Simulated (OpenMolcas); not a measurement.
Mo3+ (d3) among equal point charges was computed by CASSCF with the d shell active (OpenMolcas, ANO-RCC-VTZP on the metal). Its lowest spin-free states, and all those of the highest spin:

```
2S+1  Degeneracy  E (cm-1)
   4           3       0.0
   4           3      2228
   4           1      4847
   2           2     12348
   2           3     13823
   4           3     13897
   2           3     14003
   2           1     15204
   2           3     17522
   2           3     18488
   2           3     18658
   2           2     19523
```

Task: Is the site octahedral, tetrahedral or cube-like, axial, or of lower symmetry?

Result: The states with 2S+1 = 4 have orbital degeneracies 3, 3, 1, 3. Threefold states need a cubic site. For d3 at this spin an octahedron puts the single A2 below the threefold T2 and a tetrahedron or cube puts the threefold T1 below the threefold T2, so the site is a tetrahedron or a cube, which this pattern cannot tell apart. The run had Mo3+ among 4 point charges of -1.2 e arranged as a tetrahedron (Td), 2.04 Å from the ion.

An orbital triplet at a regular site is open to Jahn-Teller coupling, which can distort the site and quench the lowest spin-orbit gaps and is left out. Without dynamic correlation the repulsion within the d shell is too large (B by tens of per cent), so at a given field states of lower spin stand too high. Point charges give a weaker field than real ligands, and real ions of this kind are as a rule low spin; the high spin found here belongs to the model. The ground term spreads over less than 5000 cm-1, several times less than with real ligands, so orbital moments are less quenched and χT lies further from the spin-only value than at real sites. This is an electrostatic model: the charges have no orbitals. No measured value stands beside these numbers.
